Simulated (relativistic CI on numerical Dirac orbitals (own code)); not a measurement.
Co3+ in a cubic cluster: 1s photoemission with charge transfer

Computed with a charge-transfer multiplet model of a cubic metal-ligand cluster with up to 3 ligand holes, Slater and spin-orbit integrals from Dirac-Coulomb-Breit ions, Slater integrals scaled by 0.7. The ground state mixes d6 with configurations of k ligand holes L, whose averages lie at kΔ + k(k − 1)U_dd/2; a core hole lowers each added d electron by U_cd. 300 K, Lorentzian 1.1 eV and Gaussian 0.6 eV FWHM.

Atomic integrals in eV (Slater integrals scaled, ζ unscaled), ground: F2dd 8.824, F4dd 5.512, zeta_d 0.071; with the core hole: F2dd 9.983, F4dd 6.265, zeta_d 0.101, G2cd 0.058.

Cluster parameters (eV): Δ = -0.9, U_dd = 6.3, 10Dq = 0.85, 10Dq(ligand) = 0.5, V(eg) = 1.85, V(t2g) = -0.92, final-state hopping factor = 0.8.

| Case | n_d | d6 | d7L | d8L2 | d9L3 | S |
| --- | --- | --- | --- | --- | --- | --- |
| U_cd = 6.5 eV | 6.89 | 0.26 | 0.59 | 0.14 | 0.01 | 0.14 |
| U_cd = 7.1 eV | 6.89 | 0.26 | 0.59 | 0.14 | 0.01 | 0.14 |
| U_cd = 7.7 eV | 6.89 | 0.26 | 0.59 | 0.14 | 0.01 | 0.14 |
| U_cd = 8.3 eV | 6.89 | 0.26 | 0.59 | 0.14 | 0.01 | 0.14 |
| U_cd = 8.9 eV | 6.89 | 0.26 | 0.59 | 0.14 | 0.01 | 0.14 |

Weights, n_d and S are thermal averages at 300 K. Binding energies count from the first peak over 30 % of the highest in each spectrum, which can be another peak from case to case. The parameters are a model scan and need not match a compound or its usual spin state. Peaks in eV (height, largest 100):
- U_cd = 6.5 eV: 0.0 (100), 6.5 (27), 14.0 (6)
- U_cd = 7.1 eV: 0.0 (100), 6.6 (36), 14.9 (9)
- U_cd = 7.7 eV: 0.0 (100), 6.6 (47), 11.1 (6), 15.9 (11)
- U_cd = 8.3 eV: 0.0 (100), 6.8 (57), 10.9 (10), 17.0 (14)
- U_cd = 8.9 eV: 0.0 (100), 6.8 (67), 10.6 (16), 18.0 (16)

Curve for U_cd = 7.7 eV (points under 2 left out, the grid thinned):

E (eV), Intensity and a bar:
```
     -3.3        3.5 
     -2.8        4.8 #
     -2.4        6.5 #
     -1.9       10.0 ##
     -1.4       17.7 #####
     -0.9       37.1 ###########
     -0.5       69.5 #####################
      0.0      100.0 ##############################
      0.5       66.0 ####################
      0.9       36.4 ##########
      1.4       18.8 #####
      1.9       11.7 ###
      2.3        9.2 ##
      2.8        8.3 ##
      3.3        9.2 ##
      3.8       11.4 ###
      4.2       12.7 ###
      4.7       13.3 ###
      5.2       17.3 #####
      5.6       23.1 ######
      6.1       35.2 ##########
      6.6       46.6 ##############
      7.0       39.3 ###########
      7.5       20.4 ######
      8.0       10.9 ###
      8.5        7.0 #
      8.9        5.3 #
      9.4        4.2 #
      9.9        3.9 #
     10.3        4.5 #
     10.8        5.9 #
     11.3        5.9 #
     11.8        3.9 #
     12.2        2.8 
     12.7        2.2 
     13.2        2.3 
     13.6        2.6 
     14.1        3.0 
     14.6        4.2 #
     15.0        6.6 #
     15.5        9.9 ##
     16.0       10.8 ###
     16.5        7.1 ##
     16.9        4.0 #
     17.4        2.2
```

For the case U_cd = 7.7 eV, Δ = -0.9 eV is smaller than U_dd = 6.3 eV, the charge-transfer side of the Zaanen-Sawatzky-Allen scheme (negative Δ: between configuration averages a ligand hole costs less than the nominal valence; multiplet and field energies can change this for the lowest states). With the core hole the configuration with one ligand hole lies at Δ − U_cd = -7.4, -8.0, -8.6, -9.2, -9.8 eV from the one without, in the order of the table; where this is negative the screened configuration lies lower.
